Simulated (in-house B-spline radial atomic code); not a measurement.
# Tc6+: [Ar] 3d10 4s2 (4p1/2)1 (4p3/2)4 (4d3/2)1 (6g7/2)1 (an excited or competing configuration)

Computed with a B-spline radial code for spherical atoms: Dirac-Hartree-Fock, average of the jj configuration, Fermi nucleus of rms radius 4.41117 fm.

Z_r = [3n² - l(l+1)]/(2<r>); Z_e = n√(-2ε); the last column is Slater's effective charge. Values are occupation-weighted means over j. An effective charge above Z reflects the relativistic contraction of the inner shells.

```
shell  electrons   ε (eV)  <r> (bohr)    Z_r    Z_e  Slater
   1s          2   -21281     0.03427  43.77  39.55   42.70
   2s          2  -3204.6      0.1489  40.29  30.69   38.85
   2p          6  -2874.1      0.1302  38.39  29.07   38.85
   3s          2  -677.29      0.4118  32.78  21.17   31.75
   3p          6  -565.43      0.4131  30.26  19.34   31.75
   3d         10  -384.05      0.3965  26.48  15.94   21.85
   4s          2  -183.23       1.015  23.65  14.68   15.60
   4p          5  -147.78       1.092  21.05  13.18   15.60
   4d          1  -100.08       1.277  16.45  10.85    8.00
   6g          1  -18.654       6.201   7.10   7.03       -
```

The least bound orbital is 6g7/2 at -18.65 eV, and it is also the most diffuse (<r> = 6.201 bohr).

For the 1s electron the small component carries 2.46 % of the norm, the zero-frequency Breit interaction raises the level by 41.72 eV, self-energy by 22.92 eV, and vacuum polarisation lowers it by 2.692 eV.
